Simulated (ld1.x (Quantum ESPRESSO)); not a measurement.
## Which change was made? (Re, TM)

Re (Z = 75), norm-conserving Troullier–Martins (Kleinman–Bylander form), made with ld1.x (Quantum ESPRESSO) 7.5 (LDA (PZ), fully relativistic). Core [Xe] 4f14, reference 5d5 6s2 6p0. Waves: 6p (bound, empty): rc 3.35 bohr; 5d (bound): rc 1.35 bohr; 6s (bound): rc 2.30 bohr. Local part: the s channel. Core correction: Bessel-smoothed model core, default radius (core density twice the valence density).

Open shells are filled in proportion to 2j + 1 (rel_dist='average').

Cutoffs, loose and tight: the cutoffs (Ry, on a coarse ladder) from which the occupation-weighted sum of valence levels, in a spherical-Bessel basis at the reference potential, stays within 10 and 1 mRy of its value at 400 Ry. They do not see the model core or the augmentation charge, which bear on the density cutoff. Test errors are all-electron minus pseudo excitation energies from the reference, over the configurations 5d5 6s1 6p0; 5d5 6s0 6p0; 5d4 6s0 6p0; 5d5.5 6s1.5 6p0; 5d5 6s0 6p2; 5d5 6s0 6p1; 5d5 6s1.5 6p0; variants that change the core or the reference have their own tests. The largest error is taken over the tests solved by every variant that gives reliable tests at all, those not shown here included: 5d5 6s0 6p1; 5d5 6s0 6p2; 5d5 6s1.5 6p0.

The base gives: outcome: generated; cutoff, loose: 35 Ry; cutoff, tight: 50 Ry; bound ghosts: none; largest test error (meV): -11.

After one change the result is: outcome: generated; cutoff, loose: 100 Ry; cutoff, tight: 160 Ry; bound ghosts: none; largest test error (meV): -6.9. Which change was it?
A. all radii but the core radius scaled by about 1.35 (s 3.10, p 4.50, d 1.82 bohr)
B. all radii but the core radius scaled by about 0.86 (s 1.98, p 2.90, d 1.16 bohr)
C. all radii but the core radius scaled by about 0.74 (s 1.70, p 2.48, d 1.00 bohr)

B. The others give: all radii but the core radius scaled by about 1.35 (s 3.10, p 4.50, d 1.82 bohr) → outcome: generated; cutoff, loose: 35 Ry; cutoff, tight: 40 Ry; bound ghosts: none; largest test error (meV): +15 | all radii but the core radius scaled by about 0.74 (s 1.70, p 2.48, d 1.00 bohr) → outcome: generated; cutoff, loose: 200 Ry; cutoff, tight: over 300 Ry; bound ghosts: p1/2, p3/2, s (extra level of the local part); largest test error (meV): -40.
